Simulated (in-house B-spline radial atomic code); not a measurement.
Results of a calculation; reference values are marked as such.
# Correlation energy from the adiabatic connection: −V exp(−r²/w²), V = 6.38, w = 3.99

Two electrons in a singlet, external potential −V exp(−r²/w²), V = 6.38, w = 3.99 (atomic units). Full CI in B-splines (partial waves to l = 8, correlation up to 0.6 % small) with the density held fixed gives W(λ) = <V_ee>_λ − U, and E_c is the integral of W(λ) − W(0) from 0 to 1.

```
   λ  W(λ) − W(0) (hartree)
   0                0.00000
0.02               -0.00197
0.05               -0.00489
0.12               -0.01144
0.25               -0.02281
 0.4               -0.03473
 0.6               -0.04890
 0.8               -0.06137
   1               -0.07241
```

Problem. Integrate the table by the trapezoid rule.

Solution. The strips give -0.00002, -0.00010, -0.00057, -0.00223, -0.00432, -0.00836, -0.01103, -0.01338, which sum to -0.04000 hartree. The direct value, W(1) − W(0) + T_c with T_c = 0.03230, is -0.04011; the curve is convex, so chords lie above it and the trapezoids fall short in size by 0.26 %.

Problem. Now use only three numbers: W(0) = -0.66809, the initial slope W'(0) = -0.09943 (extrapolated from the first points) and the strong-coupling limit of the point-charge-plus-continuum model, W∞ = -0.91603. What do second-order theory and the interpolation W(λ) = W∞ + (W(0) − W∞)/√(1 + 2χλ) of Seidl, Perdew and Levy give?

Solution. Second order keeps the slope alone: E_c = W'(0)/2 = -0.04972, +24 % in size against -0.04011. Matching the slope fixes χ = W'(0)/(W∞ − W(0)) = -0.09943/(-0.24794) = 0.40102. Integrating, with s = √(1 + 2χ) = 1.342404, E_c = −(W(0) − W∞)(s − 1)/(s + 1) = −0.24794 × 0.342404/2.342404 = -0.03624 hartree, -9.6 % in size against the full result. At λ = 1 the formula gives W − W(0) = -0.06324 against -0.07241. Part of the miss can come from the model's W∞.
